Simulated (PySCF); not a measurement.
## Diatomics with 49 electrons

PBE0 in PySCF with def2-SVP on every atom (core potentials on Rb, Sr), for the lowest determinant that a PBE0 search found; no spin–orbit coupling. All have 49 electrons, 3 of them in the valence shells, and the same state, a doublet (σ ↑). For ions De leads to the atom and ion picked by measured ionisation energies and electron affinities.

| species | difference of nuclear charges | Re (Å) | ωe (cm⁻¹) | k (mdyn/Å) | De (eV) | dissociates to | Mayer bond order |
| --- | --- | --- | --- | --- | --- | --- | --- |
| KZn | 11 | 3.787 | 59.3 | 0.0501 | 0.11 | K + Zn | 0.20 |
| RbMg | 25 | 4.128 | 67.9 | 0.0508 | 0.15 | Rb + Mg | 0.40 |
| NaSr | 27 | 3.898 | 89.8 | 0.0865 | 0.27 | Na + Sr | 0.59 |
| CaZn⁺ | 10 | 3.244 | 128 | 0.236 | 0.68 | Ca⁺ + Zn | 0.63 |
| KGa⁺ | 12 | 3.958 | 70.3 | 0.0724 | 0.56 | K⁺ + Ga | 0.40 |
| RbAl⁺ | 24 | 4.092 | 76.8 | 0.0711 | 0.48 | Rb⁺ + Al | 0.24 |

Which member of the whole set has the stiffest bond, and how does it compare with the softest?

CaZn⁺ with k = 0.236 mdyn/Å, 4.7 times that of KZn.

Weak bonds: KZn, NaSr, RbAl⁺, RbMg. Basis-set superposition, not corrected here, can be much of De in a small basis, most of all at correlated wavefunction levels. Functionals without a dispersion term scatter widely for such bonds, and LDA overbinds them. Spin–orbit coupling is left out. For an ion De counts to the pair picked by the measured ionisation energies or electron affinities, which need not be the lowest pair at this level. States were picked by a PBE0 search and need not be the measured ground states.
